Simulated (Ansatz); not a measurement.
Reaction (atomization): `FC(F)[SiH]1N=C1Cl` → 2 C• + Cl• + 2 F• + 2 H• + N• + Si•

Calculated with Ansatz (gas phase, PBE0-D4/def2-TZVP geometries, no zero-point term in ΔE). CCSD(T)/CBS adds triple-zeta CCSD(T) − MP2 to the extrapolated MP2 energy (def2 sets, frozen cores). This one scheme is used for every species, atoms too. No spin–orbit coupling; open shells (•) take unrestricted orbitals. Spin–orbit coupling would lower the free atoms: a little for C, Cl, F, Si. Each species was taken in one conformer, which may not be the lowest.

```json
{"species": "`FC(F)[SiH]1N=C1Cl`", "CCSD(T)/CBS(def2) energy (Eh)": "-1080.37669"}
{"species": "C•", "CCSD(T)/CBS(def2) energy (Eh)": "-37.79194"}
{"species": "Cl•", "CCSD(T)/CBS(def2) energy (Eh)": "-459.70966"}
{"species": "F•", "CCSD(T)/CBS(def2) energy (Eh)": "-99.66871"}
{"species": "H•", "CCSD(T)/CBS(def2) energy (Eh)": "-0.50000"}
{"species": "N•", "CCSD(T)/CBS(def2) energy (Eh)": "-54.53257"}
{"species": "Si•", "CCSD(T)/CBS(def2) energy (Eh)": "-288.94402"}
```

Work out ΔE.

ΔE = 2 × (-37.79194) + 2 × (-99.66871) + 2 × (-0.50000) + (-459.70966) + (-54.53257) + (-288.94402) − (-1080.37669) = 1.26914 Eh = +34.54 eV.

Largest T1 diagnostic among the species: 0.014.

From PBE to PBE0 (25 % exact exchange), in def2-TZVPP and without D4, ΔE moves by −1.49 eV: exact exchange takes away binding that semilocal exchange gives to molecules. The D4 term adds +0.39 eV with B3LYP and +0.21 eV with PBE0; it sums over pairs of atoms, weighted by their polarisabilities, and B3LYP, whose exchange is more repulsive, gets the larger term. In def2-TZVPP, CCSD(T) changes the Hartree–Fock value by +11.13 eV (the triples alone add +0.98 eV) and MP2 by +12.67 eV; breaking electron pairs costs correlation energy, which Hartree–Fock lacks.

B3LYP here is the variant with VWN-RPA as its local correlation; programs differ in this.

For atomizations the MP2-based limit and the directly extrapolated one differ by several kJ/mol either way, and by 10 to 25 for some Ge, Se and Sn compounds, so smaller differences from it don't rank the levels.
